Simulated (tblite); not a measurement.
Compound: C₅H₁₂N₂Si.
Geometry (GFN2-xTB, Å), atoms numbered from 1 in this order:
```
atom  x, y, z in Å
C1     3.9433    0.2259    0.2072
C2     3.0583   -0.2955   -0.6389
C3     1.6420   -0.3227   -0.3909
N4     0.8626   -0.8492   -1.2511
N5    -0.4619   -0.8876   -1.0566
Si6   -1.4465   -0.2578    0.2458
C7    -1.2744    1.6374    0.3671
C8    -3.2055   -0.7568   -0.2483
H9     3.6361    0.6658    1.1421
H10    4.9989    0.2308   -0.0012
H11    3.3716   -0.7348   -1.5753
H12    1.2775    0.1117    0.5440
H13   -0.9040   -1.3754   -1.8239
H14   -1.0647   -0.9083    1.5108
H15   -1.1081    1.9590    1.3914
H16   -2.1691    2.1422    0.0130
H17   -0.4394    1.9984   -0.2271
H18   -3.4919   -0.3369   -1.2081
H19   -3.3137   -1.8346   -0.3116
H20   -3.9164   -0.4009    0.4893
```

Level: GFN2-xTB in tblite, geometry and Hessian alike; calculated harmonic values, unscaled, isolated species. Against measured fundamentals such values can be off by several per cent, at times by over 20. Modes of hydrogen on silicon can be 10 to 20 % off. One conformer, not necessarily the lowest. The optimisation stopped once no atom felt more than 0.01 eV/Å.

Lowest wavenumbers of the output (negative numbers stand for imaginary wavenumbers):
```
mode    cm-1
  1     -70.5
  2      55.7
  3      84.3
  4     107.7
  5     126.8
  6     167.7
  7     170.6
  8     183.9
  9     227.0
 10     269.4
 11     330.0
 12     454.6
 13     471.8
 14     583.7
 15     643.4
```

Q: Is this structure a minimum?

A: No. 1 mode is imaginary beyond 20i (70i cm⁻¹), so at this level the point lies at or near a first-order saddle.

Q: Which atoms move in the imaginary mode?

A: 70i: H15 (methyl hydrogen) 36 %, H16 (methyl hydrogen) 30 %, H17 (methyl hydrogen) 26 %. These are shares of the mass-weighted motion.

Q: What is the remedy?

A: Step along that mode in both directions, optimise again with tighter thresholds and repeat the frequencies. The zero-point energy of this point (100.5 kcal/mol) counts the 53 real modes alone, and thermal corrections from it aren't those of a minimum.
